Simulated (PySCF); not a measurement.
Cl5Ta, SMILES [Cl][Ta+]([Cl])([Cl])([Cl])[Cl] (connectivity only; charge and spin as stated), charge +1, multiplicity 2.

Geometry optimised at B3LYP-D3(BJ)/def2-SVP. The multiplicity is an assumed one; other spin states were not compared. The def2 effective core potentials stand for the cores of Ta; spin–orbit coupling is left out.

All values below come from r2SCAN/def2-TZVP in PySCF.

The molecule is in vacuum.

```
Property                                                            Result
------------------------------------------------  ------------------------
total energy                                           -2357.92657 hartree
point group                                                             Cs
α spin, highest occupied and lowest empty level        -13.32 and -9.37 eV
β spin, highest occupied and lowest empty level       -13.44 and -11.79 eV
dipole moment about the centre of nuclear charge                    0.50 D
mean static polarisability                          108.5 bohr³ (16.08 Å³)
polarisability, principal values                  95.0, 106.0, 124.6 bohr³
⟨S²⟩                                               0.757 (pure state 0.75)
```
